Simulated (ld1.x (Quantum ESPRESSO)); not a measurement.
Values are calculated unless marked as measured or tabulated.
## Pseudopotentials across the periodic table

Generated with ld1.x 7.5 (TM, RRKJ, ultrasoft, PAW), atompaw 4.2 or ONCVPSP 4.0.1. The cutoff is in Ry: for ld1.x and atompaw files where the sum of valence levels is converged to 10 mRy in a Bessel basis, for ONCV files where the hardest occupied wave has 1 mHa per electron of residual kinetic energy. The error is the largest all-electron minus pseudo excitation energy over each file’s own four to seven test configurations (ionisations up to +4, promotions, holes and added fractions of an electron), all of which were solved. The labels leave out finer settings (local radius, basis sizes, second energies), which also bear on the numbers. Spin-polarised tests are not counted. The rows are a selection from randomly drawn settings: files with unsolved tests, undetermined cutoffs or missed reference levels are left out.

A true bound ghost makes a file unfit for plane-wave use even where its test errors are small: the radial tests pick states by their node count and pass the ghost by.

| element | potential | cutoff (Ry) | largest error (meV) | bound ghosts |
| --- | --- | --- | --- | --- |
| B | PAW, PBE, scalar-relativistic, rc 1.60/4.00 (sp), local smoothed, core correction yes, reference 2s2 2p0.5 | 6 | -4.6 | none |
| Ti | TM, LDA (PZ), non-relativistic, rc 2.00/2.35/2.05 (spd), local smoothed, core correction no, reference 3d2 4s0.5 4p0 | 50 | +301 | s |
| Sb | TM semilocal, revPBE, scalar-relativistic, rc 1.50/2.00/2.20 (spd), local p, core correction yes, reference 5s2 5p3 | 50 | -465 | none |
| Sb | TM semilocal, PBE, scalar-relativistic, rc 1.70/2.10/1.00 (spd), local p, core correction no, reference 4d10 5s1.5 5p3.5 | 110 | -209 | none |
| Au | TM, PBEsol, scalar-relativistic, rc 1.75/2.65/2.15 (spd), local s, core correction yes, reference 5d9 6s0 6p0 | 40 | -539 | none |

Q: Fill in the row for I: TM, PBE, scalar-relativistic, rc 1.35/1.90/1.50 (spd), local smoothed, core correction yes, reference 5s2 5p5.

A: cutoff 70 Ry, largest error +21 meV, bound ghosts: d.

Q: Fill in the row for F: RRKJ, LDA (PZ), non-relativistic, rc 0.60/1.40/1.20 (spd), local d, core correction yes, reference 2s2 2p3.5.

A: cutoff 110 Ry, largest error +1933 meV, bound ghosts: none.
